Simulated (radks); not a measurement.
Values are calculated unless marked as measured or tabulated.
Os3+, 73 electrons, occupied as [Xe] 4f14 5d5. Level of theory: Dirac Kohn-Sham, BLYP, spin-unpolarised, spherical densities, finite nucleus; open shells fill j = l - 1/2 first; Fermi nuclear charge, rms radius 5.4126 fm (a radial shooting solver on a logarithmic mesh with Libxc functionals).

Radial electron density D(r) = 4 pi r^2 rho(r):

```
   r/bohr * D(r) (the largest magnitude, 140, reaches the edge; | marks zero)
 0.001016 |   *
 0.001173 |   *
 0.001355 |    *
 0.001565 |      *
 0.001792 |       *
  0.00207 |         *
 0.002391 |           *
 0.002761 |              *
 0.003189 |                *
 0.003683 |                   *
 0.004253 |                       *
 0.004912 |                          *
 0.005672 |                              *
 0.006551 |                                 *
 0.007566 |                                     *
 0.008737 |                                       *
  0.01001 |                                         *
  0.01156 |                                          *
  0.01335 |                                          *
  0.01542 |                                        *
  0.01781 |                                       *
  0.02057 |                                     *
  0.02375 |                                     *
  0.02743 |                                      *
  0.03168 |                                         *
  0.03658 |                                             *
  0.04225 |                                                  *
  0.04879 |                                                     *
  0.05635 |                                                      *
  0.06456 |                                                    *
  0.07456 |                                                *
  0.08611 |                                           *
  0.09945 |                                          *
   0.1148 |                                            *
   0.1326 |                                                *
   0.1532 |                                                  *
   0.1769 |                                               *
   0.2043 |                                       *
   0.2359 |                              *
   0.2725 |                          *
   0.3147 |                           *
   0.3634 |                              *
   0.4164 |                               *
   0.4809 |                           *
   0.5554 |                     *
   0.6414 |              *
   0.7407 |          *
   0.8554 |        *
   0.9879 |      *
    1.141 |     *
    1.318 |   *
    1.522 |  *
    1.757 | *
     2.03 |*
    2.325 |*
    2.685 *
    3.101 *
    3.582 *
    4.137 *
    4.777 *
    5.517 *
```

D(r) has 4 maxima, at r = 0.0121, 0.0546, 0.152, 0.400 bohr, and minima at 0.0236, 0.0979, 0.284 bohr, inside which lie 2.02, 11.07, 30.01 electrons.
